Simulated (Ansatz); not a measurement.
Stepwise reaction of `[Br][GaH][Br]` with water, as a gas-phase model of exchange steps in deposition or etching. ΔE in kJ/mol; ΔG adds harmonic PBE0-D4 terms to CCSD(T)/CBS, at 1 bar.

Computed with Ansatz on PBE0-D4/def2-TZVP structures; ΔE is electronic, products minus reactants. CCSD(T)/CBS adds triple-zeta CCSD(T) − MP2 to the extrapolated MP2 energy (def2 sets, frozen cores). This one scheme is used for every species. Functionals use def2-TZVPP. B3LYP here is the variant with VWN-RPA as its local correlation; programs differ in this. For Br, Ga outer-core shells are correlated without core-valence functions, which leaves a few kJ/mol of doubt a bond. Scalar relativity is left out up to krypton. Each species was taken in one conformer, which may not be the lowest.

```csv
step,reaction,PBE-D4,B3LYP-D4,ωB97M-V,CCSD(T)/CBS,ΔG(500 K)
2,`[OH][GaH][Br]` + H₂O → `[OH][GaH][OH]` + HBr,73.6,72.9,73.9,74.2,69.1
```

Give the row of step 1, `[Br][GaH][Br]` + H₂O → `[OH][GaH][Br]` + HBr. (Estimate.)

Computed: 
```csv
step,reaction,PBE-D4,B3LYP-D4,ωB97M-V,CCSD(T)/CBS,ΔG(500 K)
1,`[Br][GaH][Br]` + H₂O → `[OH][GaH][Br]` + HBr,62.5,63.4,63.5,65.6,58.5
```

By hand: ΔE of the 2 steps together at CCSD(T)/CBS.

(65.6) + (74.2) = 139.8 kJ/mol, or 69.9 kJ/mol a step.

In ΔE each step is higher than the one before. All are uphill at CCSD(T)/CBS. ΔG lies between 58.5 and 69.1 kJ/mol a step. PBE-D4 differs from CCSD(T)/CBS by -3.1 to -0.6 kJ/mol a step. Isolated molecules leave out the surface, adducts and barriers. Largest T1 diagnostic: 0.015.
